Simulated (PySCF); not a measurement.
Two species compared at the same levels of theory.

First species: C₄H₁₀O₃Si.
SMILES: `CO[SiH](OC)C(C)=O`

Second species: C8H12BN.
Numbering: `[CH3:1][N:2]([CH3:3])[BH:4][c:5]1[cH:6][cH:7][cH:8][cH:9][cH:10]1` (hydrogens: H11, H12, H13 on C1; H14, H15, H16 on C3; H17 on B4; H18 on C6; H19 on C7; H20 on C8; H21 on C9; H22 on C10)

Levels: wB97X-D/def2-SVPD for dipole moment, HOMO energy, LUMO energy, HOMO–LUMO gap, static isotropic polarisability and electronic spatial extent ⟨r²⟩ about the centre of nuclear charge; TDDFT wB97X-D/def2-SVPD for lowest singlet excitation; TDA wB97X-D/def2-SVPD for lowest triplet excitation (Tamm–Dancoff); ΔSCF wB97X-D/def2-SVPD for vertical ionisation energy; PBE0-D3(BJ)/def2-SVP for rotational constant A and rotational constant C. Geometries: PBE0-D3(BJ)/def2-SVP. Each species is one conformer at its optimised geometry, gas phase, non-relativistic unless stated. Electronic properties by PySCF.

Dipoles, sizes and rotational constants follow the conformer. The torsions of the flexible species, by atom-mapped SMILES:
- `[CH3:1][O:2][SiH:3]([O:4][CH3:5])[C:6]([CH3:7])=[O:8]`: C1–O2–Si3–O4 174°, O2–Si3–O4–C5 -58°, O2–Si3–C6–C7 -121°
- `[CH3:1][N:2]([CH3:3])[BH:4][c:5]1[cH:6][cH:7][cH:8][cH:9][cH:10]1`: C1–N2–B4–C5 177°, N2–B4–C5–C6 138°

| property | column X | column Y |
| --- | --- | --- |
| dipole moment | 2.13 D | 1.60 D |
| HOMO energy | -8.73 eV | -8.60 eV |
| LUMO energy | 0.57 eV | 1.01 eV |
| HOMO–LUMO gap | 9.30 eV | 9.61 eV |
| lowest singlet excitation | 3.48 eV | 5.27 eV |
| lowest triplet excitation (Tamm–Dancoff) | 2.86 eV | 4.02 eV |
| static isotropic polarisability | 84.2 au | 118.1 au |
| vertical ionisation energy | 8.96 eV | 8.61 eV |
| electronic spatial extent ⟨r²⟩ about the centre of nuclear charge | 1359 bohr² | 1862 bohr² |
| rotational constant A | 1.870 GHz | 3.433 GHz |
| rotational constant C | 0.887 GHz | 0.625 GHz |

Problem. Which column belongs to which species?

Solution. Column X is the first species and column Y the second. The first has 18 atoms and 72 electrons, the second 22 and 72.

Problem. How does each property change from the first species to the second?

Solution. dipole moment -0.53 D; HOMO energy +0.13 eV; LUMO energy +0.44 eV; HOMO–LUMO gap +0.31 eV; lowest singlet excitation +1.79 eV; lowest triplet excitation (Tamm–Dancoff) +1.16 eV; static isotropic polarisability +33.9 au; vertical ionisation energy -0.35 eV; electronic spatial extent ⟨r²⟩ about the centre of nuclear charge +503 bohr²; rotational constant A +1.563 GHz; rotational constant C -0.262 GHz.

On the first: The ΔSCF ionisation energy exceeds −ε(HOMO) by 0.23 eV with wB97X-D. The 10 singlets span 3.48 to 8.15 eV, and their oscillator strengths add up to 0.15.

On the second: The ΔSCF ionisation energy exceeds −ε(HOMO) by 0.01 eV with wB97X-D. S1 lies 4.34 eV below the HOMO–LUMO gap; its leading configuration is HOMO−1→LUMO, weight 0.54, beside HOMO→LUMO+1, weight 0.34.
